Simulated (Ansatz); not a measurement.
Cu2H⁺ (the lowest singlet isomer of a short search). The state is a singlet with charge 1. Geometry PBE-D4/def2-TZVP, basis def2-TZVP, Ansatz.

```tsv
atom	x (Å)	y (Å)	z (Å)
Cu1	0.806	0.066	-0.958
Cu2	-1.090	-0.422	0.454
H3	0.284	0.356	0.505
```

```
run  HOMO (eV)  LUMO (eV)
  A     -11.96      -8.42
  B     -11.97      -8.91
  C     -13.41      -7.34
  D     -12.95      -8.00
  E     -13.36      -7.63
  F     -12.54      -7.98
```

HSE06 is defined as in plane-wave codes, on full-range PBE exchange. The structure comes from a short search, and lower isomers may exist.

**Question.** The runs used HSE06, PBE, PBE0, r2SCAN, r2SCAN0, r2SCANh. Estimate which is which.

**Answer.** A r2SCAN (0 % exact exchange); B PBE (0 % exact exchange); C r2SCAN0 (25 % exact exchange); D HSE06 (range-separated); E PBE0 (25 % exact exchange); F r2SCANh (10 % exact exchange). Exact exchange lowers occupied and raises empty levels; among semilocal functionals meta-GGAs tend to open the gap a little, and such runs are hard to tell apart. The gap grows from 3.06 eV (PBE) to 6.07 eV (r2SCAN0).
